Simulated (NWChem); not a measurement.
System: C₄H₄BrF; SMILES [C@@H](F)(C#C)CBr

Excerpt of the output:

```
             Northwest Computational Chemistry Package (NWChem) 7.3.0
             --------------------------------------------------------

 C1  symmetry detected

                             Geometry "geometry" -> ""
                             -------------------------

 Output coordinates in angstroms (scale by  1.889725989 to convert to a.u.)

  No.       Tag          Charge          X              Y              Z
 ---- ---------------- ---------- -------------- -------------- --------------
    1 C                    6.0000    -0.70928998    -3.59707612    -0.03522178
    2 C                    6.0000    -0.25502535    -2.48871992     0.13404406
    3 C                    6.0000     0.26604131    -1.13585930     0.34321073
    4 F                    9.0000     1.53378577    -1.02901984    -0.16556086
    5 C                    6.0000    -0.64266533    -0.12083684    -0.32701185
    6 Br                  35.0000    -0.07640711     1.69478350     0.02657679
    7 H                    1.0000    -1.10402875    -4.58585514    -0.18479737
    8 H                    1.0000     0.31736740    -0.92911308     1.42747910
    9 H                    1.0000    -0.62701532    -0.26313041    -1.41531948
   10 H                    1.0000    -1.67051034    -0.22319239     0.04237087

 Effective nuclear repulsion energy (a.u.)     368.7055727862

                                 NWChem DFT Module
                                 -----------------

 Summary of "ao basis" -> "ao basis" (spherical)
 ------------------------------------------------------------------------------
       Tag                 Description            Shells   Functions and Types
 ---------------- ------------------------------  ------  ---------------------
 C                          def2-svp                 6       14   3s2p1d
 F                          def2-svp                 6       14   3s2p1d
 Br                         def2-svp                12       32   5s4p3d
 H                          def2-svp                 3        5   2s1p

            General Information
            -------------------
          SCF calculation type: DFT
          Wavefunction type:  closed shell.
          No. of atoms     :    10
          No. of electrons :    72
           Alpha electrons :    36
            Beta electrons :    36
          Charge           :     0
          Spin multiplicity:     1
          Use of symmetry is: off; symmetry adaption is: off
          Maximum number of iterations: 150
          AO basis - number of functions:   122
                     number of shells:    54
          Convergence on energy requested:  1.00D-06
          Convergence on density requested:  1.00D-05
          Convergence on gradient requested:  5.00D-04

              XC Information
              --------------
                   Becke 97-D Method XC Functional
                  Becke 1997-D Exchange Functional  1.000
                Becke 1997-D Correlation Potential  1.000

             Grid Information
             ----------------
          Grid used for XC integration:  medium
          Radial quadrature: Mura-Knowles
          Angular quadrature: Lebedev.
          Tag              B.-S. Rad. Rad. Pts. Rad. Cut. Ang. Pts.
          ---              ---------- --------- --------- ---------
          C                   0.70       49          12.0       434
          F                   0.50       49          11.0       434
          Br                  1.15      112          14.0       590
          H                   0.35       45          14.0       434
          Grid pruning is: on
          Number of quadrature shells:   537
          Spatial weights used:  Erf1

      Superposition of Atomic Density Guess
      -------------------------------------

 Sum of atomic energies:       -2823.87467804

      Non-variational initial energy
      ------------------------------

 Total energy =   -2826.600566
 1-e energy   =   -4658.840113
 2-e energy   =    1463.533974
 HOMO         =      -0.325727
 LUMO         =       0.009959

     ---------------------------------------------
      Total Density - Mulliken Population Analysis
     ---------------------------------------------

    Atom       Charge   Shell Charges
 -----------   ------   -------------------------------------------------------
    1 C    6     6.41   1.99  0.99  0.65  1.94  0.82  0.03
    2 C    6     5.88   1.99  0.99  0.23  1.93  0.71  0.04
    3 C    6     5.45   1.99  0.91  0.15  1.66  0.66  0.07
    4 F    9     9.43   1.99  1.14  0.78  3.45  2.07  0.00
    5 C    6     5.99   1.99  0.95  0.25  1.80  0.97  0.03
    6 Br  35    35.24   2.00  2.00  2.00  1.37  0.58  6.00  5.99  2.35  2.94  8.23  1.73  0.07
    7 H    1     0.87   0.63  0.22  0.03
    8 H    1     0.94   0.69  0.22  0.02
    9 H    1     0.90   0.68  0.20  0.02
   10 H    1     0.89   0.67  0.19  0.02

   convergence    iter        energy       DeltaE   RMS-Dens  Diis-err
 ---------------- ----- ----------------- --------- --------- ---------
 d= 0,ls=0.0,diis     1  -2829.2905403564 -3.20D+03  1.85D-02  9.31D-01
 d= 0,ls=0.0,diis     2  -2829.1432320719  1.47D-01  1.22D-02  2.33D+00
 d= 0,ls=0.0,diis     3  -2829.3744740170 -2.31D-01  4.07D-03  2.14D-01
 d= 0,ls=0.0,diis     4  -2829.3779762912 -3.50D-03  2.17D-03  1.75D-01
 d= 0,ls=0.0,diis     5  -2829.4003250786 -2.23D-02  5.61D-04  6.40D-03
  Resetting Diis
 d= 0,ls=0.0,diis     6  -2829.4009551704 -6.30D-04  1.54D-04  3.23D-04
 d= 0,ls=0.0,diis     7  -2829.4009958018 -4.06D-05  7.06D-05  1.47D-05
 d= 0,ls=0.0,diis     8  -2829.4009933942  2.41D-06  4.51D-05  3.15D-05
 d= 0,ls=0.0,diis     9  -2829.4009973636 -3.97D-06  9.47D-06  2.47D-06
 d= 0,ls=0.0,diis    10  -2829.4009976171 -2.53D-07  3.17D-06  3.11D-07

         Total DFT energy =    -2829.400997617052
      One electron energy =    -4664.355727543350
           Coulomb energy =     1592.431752780060
    Exchange-Corr. energy =     -126.173383634315
 Nuclear repulsion energy =      368.705572786215

    Dispersion correction =       -0.009212005663

 Numeric. integr. density =       72.000002265070

                       DFT Final Molecular Orbital Analysis
                       ------------------------------------

 Vector   34  Occ=2.000000D+00  E=-2.612163D-01
              MO Center= -3.7D-01, -2.4D+00,  9.7D-02, r^2= 3.6D+00
   Bfn.  Coefficient  Atom+Function         Bfn.  Coefficient  Atom+Function
  ----- ------------  ---------------      ----- ------------  ---------------
     6      0.383632   1 C  pz               20      0.361302   2 C  pz
     9      0.227819   1 C  pz               23      0.195450   2 C  pz
   108     -0.162182   8 H  s                85      0.157133   6 Br px
    82      0.147804   6 Br px               59      0.139682   5 C  s
    34     -0.107308   3 C  pz               48     -0.099461   4 F  pz

 Vector   35  Occ=2.000000D+00  E=-2.446869D-01
              MO Center= -1.2D-01,  1.1D+00,  9.1D-03, r^2= 3.5D+00
   Bfn.  Coefficient  Atom+Function         Bfn.  Coefficient  Atom+Function
  ----- ------------  ---------------      ----- ------------  ---------------
    87      0.454659   6 Br pz               84      0.408978   6 Br pz
    81     -0.268758   6 Br pz               85      0.268640   6 Br px
    82      0.244417   6 Br px               86     -0.198408   6 Br py
    31     -0.194946   3 C  s                83     -0.171110   6 Br py
    79     -0.160457   6 Br px                4     -0.113747   1 C  px

 Vector   36  Occ=2.000000D+00  E=-2.424671D-01
              MO Center= -1.4D-01,  1.5D+00,  3.1D-03, r^2= 2.2D+00
   Bfn.  Coefficient  Atom+Function         Bfn.  Coefficient  Atom+Function
  ----- ------------  ---------------      ----- ------------  ---------------
    85      0.475833   6 Br px               82      0.427460   6 Br px
    87     -0.344476   6 Br pz               84     -0.307814   6 Br pz
    79     -0.280674   6 Br px               81      0.202244   6 Br pz
   118      0.135635  10 H  s                60     -0.092700   5 C  px
    76      0.091054   6 Br px              113     -0.090733   9 H  s

 Vector   37  Occ=0.000000D+00  E=-4.506911D-02
              MO Center= -3.0D-01, -5.4D-01, -1.3D-02, r^2= 6.2D+00
   Bfn.  Coefficient  Atom+Function         Bfn.  Coefficient  Atom+Function
  ----- ------------  ---------------      ----- ------------  ---------------
    59      0.835828   5 C  s                86      0.644494   6 Br py
    64      0.372509   5 C  py               75     -0.361555   6 Br s
     7     -0.331267   1 C  px               83      0.281351   6 Br py
    61      0.277430   5 C  py                4     -0.261996   1 C  px
    58      0.255522   5 C  s                21      0.233405   2 C  px

 Vector   38  Occ=0.000000D+00  E=-2.305979D-02
              MO Center= -2.9D-01, -2.3D+00,  1.2D-01, r^2= 3.9D+00
   Bfn.  Coefficient  Atom+Function         Bfn.  Coefficient  Atom+Function
  ----- ------------  ---------------      ----- ------------  ---------------
     9      0.472892   1 C  pz              109      0.405028   8 H  s
    59     -0.399852   5 C  s                23     -0.364296   2 C  pz
    21      0.340699   2 C  px                6      0.328650   1 C  pz
    20     -0.305389   2 C  pz                7     -0.265397   1 C  px
    35      0.259623   3 C  px               31     -0.236030   3 C  s

 Vector   39  Occ=0.000000D+00  E= 1.274401D-02
              MO Center= -4.6D-01, -1.6D+00, -9.0D-03, r^2= 5.6D+00
   Bfn.  Coefficient  Atom+Function         Bfn.  Coefficient  Atom+Function
  ----- ------------  ---------------      ----- ------------  ---------------
    64      0.542831   5 C  py               86      0.454559   6 Br py
    23     -0.422691   2 C  pz                9      0.406890   1 C  pz
    61      0.370883   5 C  py               59      0.333960   5 C  s
    21     -0.322492   2 C  px                7      0.317955   1 C  px
    20     -0.296052   2 C  pz               75     -0.294686   6 Br s

     ---------------------------------------------
      Total Density - Mulliken Population Analysis
     ---------------------------------------------

    Atom       Charge   Shell Charges
 -----------   ------   -------------------------------------------------------
    1 C    6     6.42   1.99  0.93  0.75  2.02  0.72  0.02
    2 C    6     5.70   1.99  0.93  0.19  2.06  0.50  0.03
    3 C    6     5.68   1.99  0.96  0.02  2.05  0.59  0.08
    4 F    9     9.23   1.99  1.14  0.79  3.36  1.94  0.01
    5 C    6     6.06   1.99  0.96  0.18  2.06  0.84  0.03
    6 Br  35    35.11   2.00  2.00  1.99  1.48  0.50  6.00  5.98  2.40  2.72  8.24  1.70  0.10
    7 H    1     0.98   0.75  0.21  0.03
    8 H    1     0.97   0.76  0.18  0.02
    9 H    1     0.93   0.75  0.16  0.02
   10 H    1     0.93   0.75  0.16  0.02

     -------------------------------------------
      Total Density - Lowdin Population Analysis
     -------------------------------------------

    Atom       Charge   Shell Charges
 -----------   ------   -------------------------------------------------------
    1 C    6     6.04   1.97  0.63  0.35  1.82  1.21  0.05
    2 C    6     6.04   1.97  0.65  0.31  1.88  1.17  0.07
    3 C    6     5.92   1.96  0.60  0.29  1.85  1.03  0.19
    4 F    9     9.10   1.98  1.03  0.74  3.23  2.11  0.01
    5 C    6     6.09   1.96  0.63  0.32  1.85  1.23  0.08
    6 Br  35    34.96   2.00  2.00  1.96  1.15  0.72  5.99  5.81  2.49  2.78  7.88  2.00  0.18
    7 H    1     0.96   0.61  0.27  0.08
    8 H    1     0.97   0.65  0.25  0.07
    9 H    1     0.96   0.64  0.25  0.07
   10 H    1     0.96   0.64  0.25  0.07

     Multipole analysis of the density
     ---------------------------------

     L   x y z        total         alpha         beta         nuclear
     -   - - -        -----         -----         ----         -------
     0   0 0 0      0.000000    -36.000000    -36.000000     72.000000

     1   1 0 0     -0.749279     -0.374639     -0.374639     -0.000000
     1   0 1 0     -0.629153     -0.314577     -0.314577     -0.000000
     1   0 0 1      0.086390      0.043195      0.043195      0.000000

     2   2 0 0    -35.584997    -75.271880    -75.271880    114.958762
     2   1 1 0      3.029089     -6.231298     -6.231298     15.491685
     2   1 0 1      0.765655     -1.172027     -1.172027      3.109709
     2   0 2 0    -30.982372   -470.261343   -470.261343    909.540313
     2   0 1 1      0.247334      0.747681      0.747681     -1.248029
     2   0 0 2    -34.090299    -27.422338    -27.422338     20.754378
```

Level: B97-D/def2-SVP. The geometry was optimised at PBE0/def2-SVP.

### Question
Reconstruct the input file.

### Answer
One answer among several that fit: the input that was run:
```
start job
memory heap 200 mb stack 900 mb global 1100 mb
geometry units angstroms noautoz
  C     -0.773091    -3.570068    -0.028455
  C     -0.290447    -2.473257     0.137440
  C      0.265186    -1.133215     0.340054
  F      1.569197    -1.089244    -0.078349
  C     -0.554184    -0.110723    -0.426992
  Br     0.053690     1.694960    -0.092106
  H     -1.193284    -4.548870    -0.174263
  H      0.246648    -0.890577     1.417922
  H     -0.466160    -0.291503    -1.506101
  H     -1.608946    -0.163597    -0.130231
end
basis spherical
  * library def2-svp
end
dft
  xc becke97-d
  disp vdw 2
  iterations 150
  mulliken
end
task dft energy
```
